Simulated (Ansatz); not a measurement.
A nudged elastic band was laid between two geometries of BH5O2Si + ClH (11 atoms, charge 0, multiplicity 1).

These are results of RKS PBE-D4/def2-SVP (Ansatz 0.2.0), not measurements.

```json
{"movable images": "7", "climbing image": "yes", "spring": "5.0 eV/Å²", "optimiser": "quadratic models (default)", "start path": "through a guess of the saddle point", "force threshold": "0.03 eV/Å", "iteration limit": "60", "end points": "relaxed"}
```

Initial state:

```xyz
11
Properties=species:S:1:pos:R:3
B -0.849 -0.156 -0.178
Si 1.015 -0.975 0.030
O -1.000 1.208 -0.026
O -1.983 -0.869 -0.460
H 0.454 2.181 0.400
Cl 1.666 2.603 0.701
H 1.990 -0.420 -0.970
H 1.560 -0.784 1.418
H 0.893 -2.463 -0.217
H -1.929 1.496 -0.142
H -1.816 -1.823 -0.557
```

Final state:

```xyz
11
Properties=species:S:1:pos:R:3
B -1.470 0.842 -0.137
Si 1.918 -0.745 0.229
O -0.607 0.721 -1.184
O -2.461 -0.076 0.065
H 1.274 0.181 1.219
Cl -1.258 2.235 0.958
H 2.458 0.030 -0.937
H 3.045 -1.484 0.897
H 0.912 -1.755 -0.253
H -0.811 -0.076 -1.708
H -2.999 0.126 0.850
```

Task: Which bonds break or form, and what moves?

Result: Bonds broken: B1–Si2, H5–Cl6. Bonds formed: B1–Cl6, Si2–H5. BH5O2Si + ClH becomes BClH2O2 + H4Si.

Task: What energy profile does the band end with?

Result: The run converged. The highest image is number 4 of 0 to 8, 1.04 eV above the first end and 1.94 eV above the last; the last end lies 0.90 eV below the first. The profile has 2 maxima (images 4, 7) with wells between them (image 6): this band takes more than one step, which may be the mechanism or a detour left from its start path. Neighbouring images differ by up to 1.9 eV, so the band resolves the path poorly. A vibrational analysis at the climbing image gives one clearly imaginary mode, 666i cm⁻¹: a first-order saddle point. The orbitals stay closed-shell, which can raise the energy where a bond breaks towards radicals; this wasn't checked here.

```
image  path coordinate (Å)  energy (eV)  B1–Si2 (Å)  H5–Cl6 (Å)  B1–Cl6 (Å)
    0                 0.00         0.00        2.05        1.32        3.83
    1                 1.39         0.01        2.04        1.32        3.67
    2                 2.78         0.03        2.04        1.31        3.36
    3                 4.17         0.20        2.05        1.30        3.19
    4                 5.56         1.04        2.22        1.66        2.36
    5                 7.72        -0.88        3.49        2.96        1.79
    6                 9.88        -0.90        3.81        4.34        1.78
    7                12.04        -0.87        3.67        3.25        1.79
    8                14.20        -0.90        3.76        3.27        1.78
```

Task: What is the geometry of the highest image?

Result: 
```xyz
11
Properties=species:S:1:pos:R:3:forces:R:3
B -0.659 0.342 -0.147 0.01 0.00 0.00
Si 1.235 -0.817 -0.125 0.00 0.00 0.00
O -0.765 0.851 -1.410 0.00 0.00 0.00
O -1.678 -0.339 0.477 0.00 0.00 0.00
H 0.516 0.725 0.541 0.00 0.00 0.00
Cl -0.060 2.023 1.405 0.00 0.00 0.00
H 2.483 -0.145 -0.616 0.00 0.00 0.00
H 1.467 -1.478 1.202 0.00 0.00 0.00
H 0.739 -1.815 -1.132 0.00 0.00 0.00
H -1.700 1.014 -1.639 0.00 0.00 0.00
H -1.577 -0.361 1.445 0.00 0.00 0.00
```

The run took 3.3 min on 2 threads of AMD EPYC 9R14 (Zen 4) (shared host), peak memory 0.17 GiB.
